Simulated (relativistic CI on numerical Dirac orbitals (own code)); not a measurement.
# Crystal-field levels of Mo3+, 4d3

Calculated by Dirac-Coulomb-Breit CI, orbitals from a KLI potential per configuration, model QED (radiative potential, 1s self-energy scaled to tabulated hydrogen-like ionisation energies), valence Slater integrals scaled by 0.75, one configuration in a parametric crystal field (own radial code).

Field parameters in Wybourne normalisation: Oh B⁴₀ = 21Dq, B⁴₄ = √(5/14) B⁴₀. The field is a parameter set, without covalency.

S is read from ⟨S²⟩ = S(S + 1).

Levels (cm⁻¹, degeneracy): 0 (4), 12052 (4), 12447 (4), 12644 (2), 19298 (4), 19509 (2), 27844 (2), 28039 (4), 28319 (4), 28359 (2), 34691 (2), 34884 (4).

Task: Which field gives this pattern?
A. Oh, 10Dq = 39100 cm⁻¹
B. Oh, 10Dq = 38550 cm⁻¹
C. Oh, 10Dq = 19450 cm⁻¹
D. Oh, 10Dq = 28100 cm⁻¹

Result: D. Oh, 10Dq = 28100 cm⁻¹, ground level with S = 1.50.
